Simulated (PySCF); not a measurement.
Mean polarisability (bohr³) of eight silicon and germanium compounds: PBE beside r2SCAN, computed with PySCF for isolated molecules in the bases named; differences from unrounded values. The eight are the first of their class met in an unordered collection, after screening for sound electronic states; none was chosen by its value. Each molecule has one DFT geometry for both levels.

| molecule | basis | r2SCAN | PBE | difference |
|---|---|---|---|---|
| C4H9NSi, SMILES C#C[Si@H](C)NC | def2-TZVP | 79.5 | 81.7 | 2.2 |
| B(SiH3)3 (BH9Si3), SMILES [SiH3]B([SiH3])[SiH3] | def2-TZVP | 106.5 | 110.5 | 4.0 |
| C₂H₉N₃Si, SMILES C/C=N/[SiH](N)N | def2-TZVP | 75.0 | 77.7 | 2.8 |
| C₂H₇NSi₂, SMILES [SiH3][C@H]1N=C[SiH2]1 | def2-TZVP | 81.7 | 84.0 | 2.3 |
| ClF3H2Si2, SMILES F[Si](F)(F)[SiH2]Cl | def2-TZVP | 59.8 | 62.1 | 2.3 |
| C₄H₁₀Si₂, SMILES C1C[Si@@H]([SiH3])C1=C | def2-TZVP | 106.7 | 109.3 | 2.6 |
| C2H6F2OSi, SMILES COC(F)(F)[SiH3] | def2-TZVP | 58.1 | 60.0 | 1.9 |
| Si(Cl)3(OSiH3) (Cl3H3OSi2), SMILES [SiH3]O[Si](Cl)(Cl)Cl | def2-TZVP | 83.9 | 86.9 | 3.0 |

PBE lies below r2SCAN in 0 and above it in 8 of the eight; the mean signed difference is 2.6 and the largest 4.0 bohr³.
